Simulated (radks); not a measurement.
Minus the highest occupied eigenvalue as an estimate of the ionisation energy, Rh to Rh19+. The LB94 potential has the -1/r tail that LDA and GGA lack but no energy functional. Calculated with a radial shooting solver on a logarithmic mesh with Libxc functionals: Dirac Kohn-Sham, LB94 model potential, spin-unpolarised, spherical densities, finite nucleus; open shells fill j = l - 1/2 first; Fermi nuclear charge, rms radius 4.4945 fm.

| species | configuration | HOMO | -e(HOMO) (eV) | <r> (bohr) | IE, NIST (eV) | kind |
|---|---|---|---|---|---|---|
| Rh | [Kr] 4d8 5s1 | 5s1/2 | 8.732 | 3.04 | 7.459 | exp. |
| Rh+ | [Kr] 4d8 | 4d5/2 | 19.955 | 1.53 | 18.080 | semi-emp. |
| Rh2+ | [Kr] 4d7 | 4d5/2 | 32.899 | 1.45 | 31.060 | semi-emp. |
| Rh3+ | [Kr] 4d6 | 4d5/2 | 47.263 | 1.37 | 42 | theory |
| Rh4+ | [Kr] 4d5 | 4d5/2 | 62.844 | 1.31 | 63 | theory |
| Rh5+ | [Kr] 4d4 | 4d3/2 | 80.108 | 1.25 | 80 | theory |
| Rh6+ | [Kr] 4d3 | 4d3/2 | 97.865 | 1.21 | 97 | theory |
| Rh7+ | [Kr] 4d2 | 4d3/2 | 116.56 | 1.17 | 115 | theory |
| Rh8+ | [Kr] 4d1 | 4d3/2 | 136.14 | 1.14 | 135 | theory |
| Rh9+ | [Kr] | 4p3/2 | 207.35 | 0.989 | 207.51 | semi-emp. |
| Rh10+ | [Ar] 3d10 4s2 4p5 | 4p3/2 | 230.40 | 0.971 | 228 | theory |
| Rh11+ | [Ar] 3d10 4s2 4p4 | 4p3/2 | 254.07 | 0.954 | 252 | theory |
| Rh12+ | [Ar] 3d10 4s2 4p3 | 4p3/2 | 278.34 | 0.938 | 277 | theory |
| Rh13+ | [Ar] 3d10 4s2 4p2 | 4p1/2 | 309.15 | 0.904 | 306 | theory |
| Rh14+ | [Ar] 3d10 4s2 4p1 | 4p1/2 | 335.09 | 0.888 | 331.6 | semi-emp. |
| Rh15+ | [Ar] 3d10 4s2 | 4s1/2 | 395.82 | 0.850 | 389.3 | theory |
| Rh16+ | [Ar] 3d10 4s1 | 4s1/2 | 423.85 | 0.837 | 416.0 | semi-emp. |
| Rh17+ | [Ar] 3d10 | 3d5/2 | 732.51 | 0.362 | 739 | theory |
| Rh18+ | [Ar] 3d9 | 3d5/2 | 792.25 | 0.356 | 794 | theory |
| Rh19+ | [Ar] 3d8 | 3d5/2 | 853.64 | 0.349 | 857 | theory |

Reference values: NIST Atomic Spectra Database (exp. = measured, semi-emp. = semi-empirical, theory = theoretical value adopted there). Spin polarisation and multiplet splitting are left out.

Beside tabulated values, note that spin-unpolarised runs miss the spin-polarisation part of the exchange energy of open shells.
